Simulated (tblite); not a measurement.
C4H7F3Si.
Numbering: `[CH3:1][C@@H:2]1[CH2:3][Si@@H:4]1[C:5]([F:6])([F:7])[F:8]` (hydrogens: H9, H10, H11 on C1; H12 on C2; H13, H14 on C3; H15 on Si4)

Computed with GFN2-xTB (tblite), gas phase: L-BFGS steps from a force-field or distance-geometry start until the largest atomic force falls under 0.01 eV/Å.

The end geometry, which sets the zero of energy:
```
atom  x, y, z in Å
C1     -1.5775    0.7387    0.7102
C2     -0.9699    0.1644   -0.5491
C3     -0.5229   -1.3178   -0.5221
Si4     0.8833   -0.1025   -0.7945
C5      1.9585    0.2112    0.7912
F6      1.4489   -0.3438    1.9070
F7      3.2022   -0.2945    0.6527
F8      2.1265    1.5209    1.0699
H9     -0.9952    0.4639    1.5858
H10    -2.5906    0.3591    0.8410
H11    -1.6255    1.8240    0.6548
H12    -1.5400    0.4266   -1.4336
H13    -0.6267   -1.8184    0.4317
H14    -0.8720   -1.9339   -1.3376
H15     1.6965    0.1099   -1.9717
```

**Question.** These geometries come from the run, each turned onto the end geometry. Order them by energy, lowest first.
A.
```
atom  x, y, z in Å
C1     -1.5802    0.7336    0.7111
C2     -0.9771    0.1406   -0.5399
C3     -0.5309   -1.3359   -0.5111
Si4     0.8788   -0.1175   -0.7834
C5      1.9714    0.2339    0.7844
F6      1.4772   -0.3331    1.9009
F7      3.2305   -0.2316    0.6490
F8      2.0997    1.5492    1.0577
H9     -1.1057    0.3207    1.5969
H10    -2.6459    0.5109    0.7510
H11    -1.4483    1.8137    0.7266
H12    -1.5417    0.3987   -1.4282
H13    -0.6301   -1.8467    0.4381
H14    -0.8657   -1.9439   -1.3385
H15     1.6637    0.1152   -1.9789
```
B.
```
atom  x, y, z in Å
C1     -1.5610    0.7340    0.7113
C2     -0.9626    0.1220   -0.5211
C3     -0.5186   -1.3533   -0.5018
Si4     0.8734   -0.1308   -0.7069
C5      1.9541    0.2284    0.8174
F6      1.4685   -0.3391    1.9352
F7      3.1980   -0.2408    0.6230
F8      2.0539    1.5509    1.0403
H9     -1.1257    0.3304    1.6217
H10    -2.6270    0.5512    0.7241
H11    -1.3940    1.8080    0.6864
H12    -1.4280    0.4766   -1.4311
H13    -0.5992   -1.8811    0.4341
H14    -0.7149   -1.9339   -1.3824
H15     1.3786    0.0851   -2.0144
```
C.
```
atom  x, y, z in Å
C1     -1.5729    0.7343    0.7105
C2     -0.9692    0.1398   -0.5416
C3     -0.5153   -1.3430   -0.5176
Si4     0.8842   -0.1190   -0.7763
C5      1.9831    0.2372    0.7916
F6      1.4783   -0.3349    1.9031
F7      3.2461   -0.2244    0.6690
F8      2.1051    1.5535    1.0672
H9     -1.1196    0.3195    1.6061
H10    -2.6401    0.5337    0.7482
H11    -1.4442    1.8131    0.7245
H12    -1.5419    0.3864   -1.4305
H13    -0.6450   -1.8572    0.4249
H14    -0.8623   -1.9466   -1.3442
H15     1.6092    0.1153   -1.9993
```
D.
```
atom  x, y, z in Å
C1     -1.5741    0.7320    0.7097
C2     -0.9734    0.1650   -0.5552
C3     -0.5229   -1.3139   -0.5184
Si4     0.8818   -0.0985   -0.7961
C5      1.9557    0.2245    0.7899
F6      1.4529   -0.3392    1.9046
F7      3.2029   -0.2711    0.6473
F8      2.1141    1.5338    1.0752
H9     -1.0229    0.3900    1.5817
H10    -2.6072    0.4014    0.8092
H11    -1.5637    1.8194    0.6928
H12    -1.5454    0.4288   -1.4383
H13    -0.6260   -1.8056    0.4400
H14    -0.8690   -1.9406   -1.3261
H15     1.6927    0.0821   -1.9807
```
E.
```
atom  x, y, z in Å
C1     -1.5832    0.7423    0.7195
C2     -0.9639    0.1365   -0.5218
C3     -0.5074   -1.3557   -0.5109
Si4     0.8815   -0.1330   -0.7743
C5      1.9624    0.2317    0.8046
F6      1.4983   -0.3218    1.9448
F7      3.2252   -0.2277    0.6697
F8      2.0873    1.5471    1.0825
H9     -1.1236    0.3294    1.6131
H10    -2.6563    0.5506    0.7444
H11    -1.4081    1.8159    0.7080
H12    -1.4746    0.4338   -1.4334
H13    -0.6442   -1.8870    0.4226
H14    -0.7759   -1.9611   -1.3670
H15     1.4782    0.1069   -2.0662
```

**Answer.** D (0.002 eV), A (0.011 eV), C (0.020 eV), E (0.078 eV), B (0.201 eV).

In the order of the answer:

```tsv
step	E above end (eV)	largest force (eV/Å)	rms force component (eV/Å)	rms distance from end (Å)	rms bond change (Å)	bond most changed (Å)
36	0.002	0.05	0.012	0.034	0.001	C2–C3 -0.002
17	0.011	0.13	0.033	0.088	0.002	C2–C3 -0.006
12	0.020	0.17	0.054	0.097	0.003	Si4–C5 +0.006
5	0.078	0.33	0.129	0.124	0.005	C2–C3 +0.012
2	0.201	0.81	0.198	0.146	0.015	Si4–C5 -0.039
```

The cost below is that of the whole relaxation. Time: 0.59 s of wall time. Hardware: Arm Neoverse N1, one thread, no GPU, shared host with 64 logical CPUs at a one-minute load of 56.
